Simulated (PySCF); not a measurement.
Computed IR spectrum (relative IR intensity) of a molecule C3H7BF2O. Geometry: r2SCAN-D4/def2-SVP. One conformer was computed; it need not be the lowest. The numbers are results of r2SCAN-D4/def2-SVP (PySCF), not measurements. Harmonic, unscaled wavenumbers; measured fundamentals usually lie a few per cent lower.

ν (cm⁻¹): 107 (w), 153 (w), 325 (s), 397 (m), 419 (w), 542 (m), 825 (w), 904 (w), 995 (w), 1046 (s), 1072 (m), 1099 (vs), 1166 (vw), 1221 (m), 1239 (w), 1282 (vs), 1310 (m), 1364 (vw), 1397 (m), 1424 (w), 1434 (m), 1471 (w), 1491 (m), 2927 (m), 3005 (w), 3020 (m), 3057 (w), 3110 (w), 3147 (w), 3807 (w) (against the strongest line: vs over 80 %, s over 45 %, m over 15 %, w over 4 %, vw less)

Q: Pick the molecule that these values belong to.
A) CC(C)OB(F)F
B) CCCOB(F)F
C) C[C@@H](O)B(F)CF
D) OCCCB(F)F

A: C, C[C@@H](O)B(F)CF
